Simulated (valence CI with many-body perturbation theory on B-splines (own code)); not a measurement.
## Cs L: calculated level list

Method: configuration interaction combined with many-body perturbation theory (CI+MBPT): four valence electrons over a frozen Dirac-Fock core [He], a basis of 11 s, 11 p, 9 d, 7 f, 5 g, 2 h, 1 i functions for each j, with the one-electron correlation potential Σ1 (screened to all orders), the two-electron term Σ2, the three-electron term Σ3, Breit, model QED; selected single and double excitations, second order for the rest (own B-spline code, finite nucleus).

The last digits are not significant, and no measured levels were compared; by estimate large intervals hold to a few tenths of a per cent, small ones and those within an open d or f shell to about a per cent. Among the levels kept, up to 280 cm⁻¹ of a level comes from second order outside the variational space, and about a tenth of that is noise between levels of different J, which matters for small intervals.

Levels 46 to 90 of 116, with energies above the lowest level, (2s^2 2p1/2^2) J=0. "Leading %" is the weight of the configuration and term that name the level; weights of strongly mixed levels are sums over their largest components and can fall short. In the jj column 3d3/2^4 stands for four electrons in 3d with j = 3/2. Lifetimes count E1, E2, E3, M1 and M2 decay at the calculated energies, and are blank where another channel may lead or the interval is too uncertain; long ones can be off by a factor of two.

| No. | Configuration | Term | J | E (eV) | Leading % | Second component | Leading jj | Lifetime |
| --- | --- | --- | --- | --- | --- | --- | --- | --- |
| 46 | 2s2p²3s | ³P | 1 | 5780.5 | 67 | 18 % 2s2p²3s ⁵P | 2s 2p1/2 2p3/2 3s (95 %) | 13.6 fs |
| 47 | 2s2p²3s | ³D | 3 | 5787.0 | 46 | 33 % 2s2p²3s ⁵P | 2s 2p1/2 2p3/2 3s (79 %) | 34.1 fs |
| 48 | 2s2p²3s | ³P | 2 | 5807.1 | 40 | 32 % 2s2p²3s ³D | 2s 2p1/2 2p3/2 3s (87 %) | 15.1 fs |
| 49 | 2s²2p3p | ¹P | 1 | 5808.4 | 47 | 39 % 2s²2p3p ³S | 2s^2 2p3/2 3p3/2 (92 %) | 209 fs |
| 50 | 2s²2p3p | ³D | 3 | 5815.7 | 78 | 10 % 2s2p²3s ³D | 2s^2 2p3/2 3p3/2 (78 %) | 83.7 fs |
| 51 | 2s2p²3p | ⁵P° | 1 | 5820.6 | 39 | 31 % 2s2p²3p ⁵D° | 2s 2p1/2 2p3/2 3p1/2 (99 %) | 20.0 fs |
| 52 | 2s2p²3p | ⁵D° | 2 | 5829.3 | 47 | 19 % 2s2p²3p ³D° | 2s 2p1/2 2p3/2 3p1/2 (98 %) | 9.69 fs |
| 53 | 2s²2p3p | ³P | 2 | 5832.6 | 51 | 26 % 2s²2p3p ¹D | 2s^2 2p3/2 3p3/2 (77 %) | 77.4 fs |
| 54 | 2s2p²3s | ³P | 0 | 5837.9 | 50 | 36 % 2s²2p3p ¹S | 2s 2p1/2 2p3/2 3s (50 %) | 21.9 fs |
| 55 | 2s2p²3s | ³D | 1 | 5850.2 | 62 | 18 % 2s2p²3s ³P | 2s 2p1/2 2p3/2 3s (97 %) | 14.6 fs |
| 56 | 2s2p²3s | ³P | 1 | 5853.5 | 52 | 23 % 2s2p²3s ¹P | 2s 2p1/2 2p3/2 3s (94 %) | 18.7 fs |
| 57 | 2s2p²3p | ³D° | 3 | 5853.6 | 31 | 24 % 2s2p²3p ³F° | 2s 2p1/2 2p3/2 3p1/2 (94 %) | 4.75 fs |
| 58 | 2s2p²3s | ¹D | 2 | 5856.9 | 31 | 29 % 2s2p²3s ³D | 2s 2p1/2 2p3/2 3s (90 %) | 24.5 fs |
| 59 | 2s2p²3s | ³P | 0 | 5862.1 | 48 | 33 % 2s²2p3p ¹S | 2s^2 2p3/2 3p3/2 (50 %) | 23.2 fs |
| 60 | 2s²2p3d | ³D° | 2 | 5873.4 | 36 | 25 % 2s²2p3d ¹D° | 2s^2 2p3/2 3d3/2 (76 %) | 2.34 fs |
| 61 | 2s2p²3p | ³P° | 2 | 5879.4 | 33 | 16 % 2s2p²3p ⁵S° | 2s 2p1/2 2p3/2 3p1/2 (81 %) | 12.7 fs |
| 62 | 2s²2p3d | ³F° | 3 | 5882.7 | 48 | 23 % 2s²2p3d ¹F° | 2s^2 2p3/2 3d3/2 (87 %) | 3.35 fs |
| 63 | 2s²2p3d | ³P° | 1 | 5882.8 | 56 | 33 % 2s²2p3d ³D° | 2s^2 2p3/2 3d3/2 (92 %) | 1.74 fs |
| 64 | 2s²2p3d | ³P° | 0 | 5884.1 | 91 | 4 % 2s2p²3p ³P° | 2s^2 2p3/2 3d3/2 (91 %) | 2.05 fs |
| 65 | 2s²2p3d | ³F° | 4 | 5897.1 | 97 |  | 2s^2 2p3/2 3d5/2 (97 %) | 33.6 ps |
| 66 | 2s2p²3p | ³F° | 2 | 5905.7 | 29 | 18 % 2s²2p3d ¹D° | 2s 2p1/2 2p3/2 3p1/2 (60 %) | 6.75 fs |
| 67 | 2s2p²3p | ³P° | 0 | 5905.9 | 42 | 26 % 2s2p²3p ¹S° | 2s 2p1/2 2p3/2 3p1/2 (89 %) | 100 fs |
| 68 | 2s2p²3p | ³D° | 1 | 5906.1 | 58 | 14 % 2s2p²3p ³P° | 2s 2p1/2 2p3/2 3p1/2 (91 %) | 34.1 fs |
| 69 | 2s²2p3d | ³P° | 2 | 5907.7 | 31 | 18 % 2s2p²3p ³F° | 2s^2 2p3/2 3d5/2 (56 %) | 4.05 fs |
| 70 | 2s²2p3d | ³D° | 3 | 5920.1 | 52 | 44 % 2s²2p3d ¹F° | 2s^2 2p3/2 3d5/2 (89 %) | 1.32 fs |
| 71 | 2s²2p3d | ¹P° | 1 | 5927.7 | 63 | 22 % 2s²2p3d ³P° | 2s^2 2p3/2 3d5/2 (96 %) | 2.01 fs |
| 72 | 2s2p²3p | ⁵D° | 3 | 5932.6 | 50 | 33 % 2s2p²3p ⁵P° | 2s 2p1/2 2p3/2 3p3/2 (97 %) | 36.3 fs |
| 73 | 2s2p²3p | ³D° | 1 | 5936.1 | 33 | 12 % 2s2p²3p ³S° | 2s 2p1/2 2p3/2 3p1/2 (75 %) | 8.18 fs |
| 74 | 2s2p²3p | ⁵P° | 1 | 5940.3 | 25 | 25 % 2s2p²3p ³P° | 2s 2p1/2 2p3/2 3p3/2 (75 %) | 13.8 fs |
| 75 | 2s2p²3p | ³D° | 2 | 5950.0 | 47 | 18 % 2s2p²3p ⁵S° | 2s 2p1/2 2p3/2 3p3/2 (98 %) | 9.24 fs |
| 76 | 2s2p²3p | ³P° | 0 | 5960.8 | 85 | 12 % 2s2p²3p ⁵D° | 2s 2p1/2 2p3/2 3p3/2 (98 %) | 5.37 fs |
| 77 | 2s2p²3p | ³F° | 4 | 5964.6 | 56 | 43 % 2s2p²3p ⁵D° | 2s 2p1/2 2p3/2 3p3/2 (98 %) | 2.01 ps |
| 78 | 2s2p²3p | ³P° | 2 | 5970.6 | 49 | 20 % 2s2p²3p ¹D° | 2s 2p1/2 2p3/2 3p3/2 (95 %) | 9.43 fs |
| 79 | 2s2p²3p | ¹P° | 1 | 5979.0 | 38 | 18 % 2s2p²3p ³P° | 2s 2p1/2 2p3/2 3p3/2 (92 %) | 5.55 fs |
| 80 | 2s2p²3p | ³D° | 3 | 5983.4 | 50 | 26 % 2s2p²3p ¹F° | 2s 2p1/2 2p3/2 3p3/2 (98 %) | 9.71 fs |
| 81 | 2s2p²3d | ⁵F | 2 | 5990.9 | 45 | 16 % 2s2p²3d ³P | 2s 2p1/2 2p3/2 3d3/2 (99 %) | 6.79 fs |
| 82 | 2s2p²3d | ⁵D | 1 | 5992.1 | 52 | 21 % 2s2p²3d ⁵F | 2s 2p1/2 2p3/2 3d3/2 (99 %) | 8.93 fs |
| 83 | 2s2p²3d | ⁵D | 0 | 5992.5 | 85 | 14 % 2s2p²3d ³P | 2s 2p1/2 2p3/2 3d3/2 (99 %) | 36.9 fs |
| 84 | 2s2p²3d | ⁵F | 3 | 5997.9 | 57 | 11 % 2s2p²3d ³F | 2s 2p1/2 2p3/2 3d3/2 (91 %) | 6.94 fs |
| 85 | 2s2p²3p | ³D° | 2 | 6013.0 | 30 | 23 % 2s2p²3p ³P° | 2s 2p1/2 2p3/2 3p3/2 (79 %) | 19.2 fs |
| 86 | 2s2p²3d | ⁵F | 4 | 6015.2 | 59 | 26 % 2s2p²3d ⁵D | 2s 2p1/2 2p3/2 3d5/2 (86 %) | 104 fs |
| 87 | 2s2p²3p | ³D° | 3 | 6021.9 | 41 | 38 % 2s2p²3p ³F° | 2s 2p1/2 2p3/2 3p3/2 (99 %) | 14.7 fs |
| 88 | 2s2p²3d | ³F | 4 | 6025.0 | 41 | 26 % 2s2p²3d ⁵D | 2s 2p1/2 2p3/2 3d3/2 (76 %) | 716 fs |
| 89 | 2s2p²3p | ³P° | 1 | 6026.9 | 31 | 23 % 2s2p²3p ³S° | 2s 2p1/2 2p3/2 3p3/2 (79 %) | 15.6 fs |
| 90 | 2s2p²3d | ³F | 3 | 6028.7 | 31 | 27 % 2s2p²3d ⁵P | 2s 2p1/2 2p3/2 3d3/2 (74 %) | 2.64 fs |
